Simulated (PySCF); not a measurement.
SeH: energy against distance

Set-up: basis H x2c-TZVPPall, Se x2c-TZVPPall; spin-free X2C with a Gaussian nucleus; PySCF 2.14. Energies in eV from H + Se in their ground configurations at the same level. State: ²Π (doublet), unpaired electrons π ↑.

```tsv
R (Å)	UHF	PBE
1.263	-1.628	-2.702
1.322	-1.966	-3.063
1.381	-2.152	-3.277
1.425	-2.214	-3.362
1.469	-2.222	-3.396
1.513	-2.188	-3.389
1.572	-2.088	-3.328
1.645	-1.901	-3.191
1.733	-1.613	-2.966
1.851	-1.184	-2.608
```

**Question.** Put a parabola through the three lowest points of the UHF curve and estimate Re, k and ωe (reduced mass 0.9953 u; 1 eV/Å² = 0.16022 mdyn/Å; ωe = 1302.8·√(k/μ) cm⁻¹).

**Answer.** Through R = 1.425, 1.469, 1.513 Å the second-order coefficient is 10.8 eV/Å², so Re ≈ 1.455 Å, k ≈ 3.48 mdyn/Å and ωe ≈ 2435 cm⁻¹. A polynomial fit of higher order to the unrounded UHF energies gives Re = 1.455 Å, k = 3.80 mdyn/Å, ωe = 2546 cm⁻¹; anharmonicity and rounding make the difference.

The higher-order fit for each curve: UHF: Re = 1.455 Å, ωe = 2546 cm⁻¹, De = 2.22 eV; PBE: Re = 1.482 Å, ωe = 2338 cm⁻¹, De = 3.40 eV.

Spin–orbit coupling is left out. The state was picked by a PBE0 search and need not be the measured ground state.
